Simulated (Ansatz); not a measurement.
Born–Oppenheimer molecular dynamics of CH5AlBF (9 atoms, charge 0, multiplicity 1). It starts at the highest image of a converged band. Of that band: Beside the main top the profile has a ripple of under 15 meV (maxima at images 1, 6), which may be a very shallow well or noise. Neighbouring images differ by up to 2.1 eV, so the band resolves the path poorly. A vibrational analysis at the climbing image gives one clearly imaginary mode, 1083i cm⁻¹: a first-order saddle point.

Computed with Ansatz, RKS BLYP/def2-SVP.

- ensemble: NVE (velocity Verlet)
- time step: 0.5 fs
- steps asked: 200
- starting velocities drawn for: 100 K
- seed: 11472

First frame:

```xyz
9
Properties=species:S:1:pos:R:3
C -0.642 0.874 -1.190
Al 0.188 -0.757 -0.322
B 0.614 -0.374 1.739
F 1.192 -1.270 2.545
H -0.507 0.023 -1.877
H -0.441 1.058 -0.127
H -1.119 1.720 -1.694
H 0.386 -1.979 -1.325
H 0.329 0.704 2.252
```

(1) How far do the bonds stretch over the last three quarters of this one trajectory? (Pairs bonded in most of those frames.)

Answers

(1) 
```json
{"bond": "C1–Al2", "mean (Å)": "1.977", "spread (Å)": "0.065", "shortest": "1.87", "longest": "2.07"}
{"bond": "C1–H5", "mean (Å)": "1.139", "spread (Å)": "0.033", "shortest": "1.07", "longest": "1.22"}
{"bond": "C1–H6", "mean (Å)": "1.129", "spread (Å)": "0.028", "shortest": "1.07", "longest": "1.20"}
{"bond": "C1–H7", "mean (Å)": "1.157", "spread (Å)": "0.054", "shortest": "1.05", "longest": "1.27"}
{"bond": "Al2–B3", "mean (Å)": "2.194", "spread (Å)": "0.033", "shortest": "2.10", "longest": "2.25"}
{"bond": "Al2–H8", "mean (Å)": "1.615", "spread (Å)": "0.013", "shortest": "1.58", "longest": "1.64"}
{"bond": "B3–F4", "mean (Å)": "1.340", "spread (Å)": "0.013", "shortest": "1.31", "longest": "1.36"}
{"bond": "B3–H9", "mean (Å)": "1.242", "spread (Å)": "0.035", "shortest": "1.18", "longest": "1.31"}
```

Mean temperature of the second half: 1272 K. The conserved energy stayed within 0.28 meV per atom of its start (net change -0.00078 meV per atom), so the integration is sound. The system heated up, since it started high on the potential surface and ran downhill. A run of 0.1 ps of so small a system gives no equilibrium averages. The orbitals stay closed-shell, which can raise the energy where a bond breaks towards radicals; this wasn't checked here.

Time of the run: 3.8 min on 2 threads of Arm Neoverse V1, on a shared host, peak memory 0.11 GiB.
